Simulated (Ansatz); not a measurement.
Species: H3O2Si, SMILES `[O-][SiH2]O` (O–Si–O–H torsion 180°) (charge -1, multiplicity 1).

Q: Give a relaxed geometry from CAM-B3LYP-D3(BJ)/def2-TZVPD in Ansatz (a first-principles code).

A: One answer among several that fit: the end point of this relaxation, one of several conformers (outside a Z-matrix the atoms follow the SMILES, hydrogens last).
Z-matrix (Å, degrees):
```
Si
O 1 1.5489
O 1 1.7000 2 114.89
H 3 0.9600 1 112.14 2 -179.93
H 1 1.5216 2 116.21 3 119.63
H 1 1.5216 5 102.48 3 106.03
```
